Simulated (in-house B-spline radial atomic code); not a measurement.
Kr IV (Kr3+): [Ar] 3d10 4s2 4p3

Method: non-relativistic LC-wPBE, spin-polarised, spherical fractional occupations, point nucleus. Calculated with a radial B-spline atomic code at the basis-set limit.

Z_r = [3n² - l(l+1)]/(2<r>); Z_e = n√(-2ε); the last column is Slater's effective charge. Values are occupation-weighted means over spin.

| shell | electrons | ε (eV) | <r> (bohr) | Z_r | Z_e | Slater |
| --- | --- | --- | --- | --- | --- | --- |
| 1s | 2 | -13947 | 0.04245 | 35.34 | 32.02 | 35.70 |
| 2s | 2 | -1852.7 | 0.1878 | 31.96 | 23.34 | 31.85 |
| 2p | 6 | -1680.2 | 0.1619 | 30.89 | 22.23 | 31.85 |
| 3s | 2 | -300.69 | 0.5409 | 24.96 | 14.10 | 24.75 |
| 3p | 6 | -239.3 | 0.5448 | 22.94 | 12.58 | 24.75 |
| 3d | 10 | -129.14 | 0.5517 | 19.03 | 9.24 | 14.85 |
| 4s | 2 | -62.974 | 1.492 | 16.08 | 8.61 | 9.30 |
| 4p | 3 | -49.456 | 1.659 | 13.87 | 7.63 | 9.30 |

The least bound orbital is 4p up at -49.46 eV, and it is also the most diffuse (<r> = 1.659 bohr).

The density falls to 0.001 bohr⁻³ at 3.253 bohr; Σ<r²> = 21.182 bohr² gives, by the non-relativistic formula and without the paramagnetism of open shells, a Langevin diamagnetic susceptibility of -16.78×10⁻⁶ cm³/mol.
